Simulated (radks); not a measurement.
Excited configurations of Eu: one electron is placed in a higher orbital outside [Xe] 4f7 6s1. The ground configuration is [Xe] 4f7 6s2. Method: scalar-relativistic Kohn-Sham, r2SCAN, spin-unpolarised, spherical densities, finite nucleus; meta-GGA in the generalised Kohn-Sham scheme; Fermi nuclear charge, rms radius 5.1115 fm; computed with a radial shooting solver on a logarithmic mesh with Libxc functionals. Excitation = E - E(ground); binding = E(ion) - E, where the ion is the core of charge +1; n* = 1/sqrt(2 binding) in atomic units, and the quantum defect is n - n*.

[
 {"outer orbital": "5d", "excitation (eV)": "2.337", "binding (eV)": "3.678", "n*": "1.923", "quantum defect": "3.077", "eigenvalue (eV)": "-0.946", "<r> (bohr)": "3.785"},
 {"outer orbital": "6p", "excitation (eV)": "2.550", "binding (eV)": "3.464", "n*": "1.982", "quantum defect": "4.018", "eigenvalue (eV)": "-1.785", "<r> (bohr)": "5.701"},
 {"outer orbital": "6d", "excitation (eV)": "4.658", "binding (eV)": "1.356", "n*": "3.167", "quantum defect": "2.833", "eigenvalue (eV)": "-0.644", "<r> (bohr)": "11.99"},
 {"outer orbital": "6f", "excitation (eV)": "5.440", "binding (eV)": "0.574", "n*": "4.869", "quantum defect": "1.131", "eigenvalue (eV)": "-0.325", "<r> (bohr)": "30.91"},
 {"outer orbital": "7s", "excitation (eV)": "3.991", "binding (eV)": "2.023", "n*": "2.593", "quantum defect": "4.407", "eigenvalue (eV)": "-1.232", "<r> (bohr)": "10.43"},
 {"outer orbital": "7p", "excitation (eV)": "4.538", "binding (eV)": "1.477", "n*": "3.035", "quantum defect": "3.965", "eigenvalue (eV)": "-0.871", "<r> (bohr)": "13.49"}
]

The Delta-SCF ionisation energy is 6.014 eV (NIST Atomic Spectra Database: 5.670 eV, measured). Self-interaction in the functional shifts the binding energies and quantum defects, so they are the method's values and not measured ones. Spin polarisation and multiplet splitting are left out, so open shells lie too high by an amount that depends on their filling. Spin-orbit splitting is averaged out at the scalar-relativistic level.

Beside tabulated values, note that spin-unpolarised runs miss the spin-polarisation part of the exchange energy of open shells.
